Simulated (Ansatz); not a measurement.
Harmonic frequencies (cm⁻¹) at PBE0-D4/def2-TZVP from Ansatz: 90, 123, 139, 297, 385, 514, 578, 643, 710, 777, 808, 835, 879, 890, 918, 974, 1032, 1070, 1245, 1459, 1774, 2142, 2147, 2157, 3120, 3181, 3209.

(1) Which molecule is it?
A. `[GeH3]/[CH]=C1\CS1`
B. `BC[SiH2]CF`
C. `BOB[SiH2][AlH2]`
D. `C[O][AlH][SiH2]S`

Answers

(1) A.
